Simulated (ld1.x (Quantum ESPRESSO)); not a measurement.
Ca TM semilocal: all-electron and pseudo phase curves

| Item | Value |
| --- | --- |
| Element | calcium (Ca) |
| Generator | ld1.x (Quantum ESPRESSO) 7.5 |
| Type | norm-conserving Troullier–Martins (semilocal form) |
| Functional | BLYP |
| Relativity | non-relativistic |
| Frozen core | [Ar] |
| Valence charge | 2 |
| Reference configuration | 3d0 4s2 4p0 |
| Partial waves | 4p (bound, empty): rc 2.80 bohr; 3d (bound, empty): rc 2.25 bohr; 4s (bound): rc 3.35 bohr |
| Local potential | the s channel |
| Core correction | Bessel-smoothed model core inside 1.90 bohr |

The phase is arctan(r·u′/u) with u = r·R(r), unwrapped; energies in Ry, scanned from -2 to 5 Ry. A pole is an energy at which the radial function vanishes at the test radius. The pseudo phase is shifted by a multiple of π to meet the all-electron one at the reference energy, and phase errors are pseudo minus all-electron; the curves can meet again beyond the range given. Levels narrower than the energy grid can be missing from the lists of poles.

Q: For each channel, where are the poles, and over which energies does the pseudopotential scatter like the atom?

A:

```tsv
channel	radius (bohr)	reference energy (Ry)	poles, all-electron	poles, pseudo	unbroken range about the reference energy with phases within 0.05 rad	phase error 1 Ry above the reference energy (rad)
s	3.66	-0.26	0.69, 4.90	0.64, 3.31	below 1.2	-0.017
p	3.66	-0.09	1.26	0.85, 2.70	-2.0 to 0.3	-0.132
d	3.66	-0.14	0.01, 2.28	0.01, 2.51	below 0.6	+0.168
```

Phases in the p channel:

```
E (Ry)  all-electron  pseudo
 -2.00         1.438   1.360
 -1.76         1.361   1.343
 -1.52         1.334   1.323
 -1.28         1.306   1.296
 -1.04         1.268   1.259
 -0.80         1.213   1.205
 -0.56         1.124   1.117
 -0.32         0.950   0.945
 -0.08         0.509   0.509
  0.16        -0.482  -0.515
  0.40        -1.116  -1.177
  0.64        -1.352  -1.433
  0.88        -1.467  -1.591
  1.12        -1.538  -1.783
  1.36        -1.591  -2.551
  1.60        -1.635  -4.240
  1.84        -1.679  -4.509
  2.08        -1.728  -4.604
  2.32        -1.794  -4.657
  2.56        -1.896  -4.695
  2.80        -2.101  -4.725
  3.04        -2.674  -4.752
  3.28        -3.765  -4.778
  3.52        -4.257  -4.806
  3.76        -4.437  -4.838
  4.00        -4.528  -4.880
  4.24        -4.582  -4.939
  4.48        -4.620  -5.041
  4.72        -4.649  -5.261
  4.96        -4.672  -5.940
```
